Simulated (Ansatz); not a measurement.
CH₈B₂InN (`CB[BH][InH][NH2]`): the same geometry under several functionals.

```yaml
crystal:
  periodic: [false, false, false]
  atoms:
    - {symbol: C, position_ang: [-0.393811, 0.042159, 2.160762]}
    - {symbol: B, position_ang: [0.399256, -0.925581, 1.214798]}
    - {symbol: B, position_ang: [1.404120, -0.607652, 0.010293]}
    - {symbol: In, position_ang: [0.201136, -0.383433, -1.900099]}
    - {symbol: N, position_ang: [-0.722518, 1.391664, -2.168108]}
    - {symbol: H, position_ang: [-0.214878, 1.106799, 2.006949]}
    - {symbol: H, position_ang: [-0.117378, -0.204520, 3.193984]}
    - {symbol: H, position_ang: [-1.470998, -0.146036, 2.101258]}
    - {symbol: H, position_ang: [0.149628, -2.109362, 1.310259]}
    - {symbol: H, position_ang: [2.589984, -0.538343, -0.112361]}
    - {symbol: H, position_ang: [-0.133005, -1.486401, -3.180056]}
    - {symbol: H, position_ang: [-0.557732, 2.199558, -1.590484]}
    - {symbol: H, position_ang: [-1.133815, 1.661139, -3.047193]}
basis:
  gaussian: {orbitals: def2-TZVPP}
hamiltonian: {xc: lda}
output: {orbitals: {seedname: orbitals}}
```

```sh
$ ansatz run in.yaml --threads 4 --pin off --events-out ev --progress --plain
```

Output, abridged:

```
Functional definition: SPW92
1533 factors; their error is unknown
mean field evaluation 1: about -9112.0375 eV, gradient 1.1e2 eV
mean field evaluation 2: about -8997.1099 eV, gradient 2.0e2 eV
mean field evaluation 4: about -9135.1651 eV, gradient 2.1e1 eV
mean field evaluation 8: about -9136.3556 eV, gradient 2.6e-1 eV
mean field evaluation 16: about -9136.3290 eV, gradient 2.0e-3 eV
mean field -9136.32902575 eV, -335.7538988700 hartree, gradient 5.7e-5 eV, S^2 0.000000; 0 other end points of the search recorded, 0 dependent functions left out
reference -9136.32908883 eV, -335.7539011882 hartree; 26, 26 occupied and 260, 260 virtual orbitals, 1533 factors
Total energy: -9136.32908883 eV, -335.7539011882 hartree
```

Hardware: 4 threads of a server CPU on a shared host. Wall time 2.9 s, peak host memory 0.37 GiB.

Changing it to `hamiltonian: {xc: {name: B3LYP}, dispersion: d4}` and forces (abridged; 11 s):

```
Functional definition: B3LYP
mean field evaluation 16: about -9186.5947 eV, gradient 5.0e-4 eV
mean field -9186.59472846 eV, -337.6011293735 hartree, gradient 1.8e-5 eV, S^2 0.000000
Total energy: -9186.98628533 eV, -337.6155188230 hartree
Atom 0 force    -0.039267     0.033737     0.057876 eV/Å
Atom 1 force     0.055047    -0.163505    -0.056886 eV/Å
Atom 2 force     0.153209     0.003174     0.112438 eV/Å
Atom 3 force     0.113350    -0.212454    -0.023076 eV/Å
Atom 4 force    -0.107162     0.195688    -0.039581 eV/Å
Atom 5 force    -0.016917    -0.042168     0.013921 eV/Å
Atom 6 force    -0.013873     0.026827    -0.031301 eV/Å
Atom 7 force     0.039597     0.024195     0.003623 eV/Å
Atom 8 force     0.017970     0.113383     0.004330 eV/Å
Atom 9 force    -0.144756    -0.008083     0.022193 eV/Å
Atom 10 force    -0.026252    -0.030964    -0.056588 eV/Å
Atom 11 force    -0.013028     0.028878    -0.001911 eV/Å
Atom 12 force    -0.017917     0.031290    -0.005038 eV/Å
Dipole moment:     0.096597     0.176859     0.075958 e Å
```

Changing it to `hamiltonian: {xc: {name: r2SCANh}, dispersion: d4}` (abridged; 11 s):

```
Functional definition: r2SCANh
mean field evaluation 16: about -9183.0506 eV, gradient 4.7e-4 eV
mean field -9183.05057594 eV, -337.4708841707 hartree, gradient 2.9e-5 eV, S^2 0.000000
Total energy: -9183.11806370 eV, -337.4733643000 hartree
```

The same input with `hamiltonian: {xc: {name: B2PLYP}}` (abridged; 14 s):

```
Functional definition: B2PLYP
mean field evaluation 16: about -9166.6003 eV, gradient 5.3e-4 eV
mean field -9166.60026812 eV, -336.8663465087 hartree, gradient 8.5e-6 eV, S^2 0.000000
8 core orbitals not correlated: weight in the atoms' cores, before any rotation towards them, 1.000 or more for the frozen orbitals, at most 0.000 for the correlated occupied ones
second order -29.30905732 eV of doubles, -0.00000000 eV of singles
Total energy: -9174.51393265 eV, -337.1571683158 hartree
```

The same input with `hamiltonian: {xc: {name: BHLYP}, dispersion: d4}` (abridged; 7.5 s):

```
Functional definition: BHLYP
mean field evaluation 16: about -9179.6946 eV, gradient 1.4e-4 eV
mean field -9179.69460855 eV, -337.3475546438 hartree, gradient 2.8e-5 eV, S^2 0.000000
Total energy: -9180.02085902 eV, -337.3595441275 hartree
```

The same input with `hamiltonian: {xc: {name: B97M-V}}` (abridged; 22 s):

```
Functional definition: B97M-V
mean field evaluation 16: about -9184.8019 eV, gradient 1.5e-3 eV
mean field -9184.80185248 eV, -337.5352423962 hartree, gradient 2.1e-5 eV, S^2 0.000000
Total energy: -9184.80195101 eV, -337.5352460173 hartree
```

B3LYP takes the VWN-RPA correlation (the form of Gaussian; ORCA's B3LYP/G).
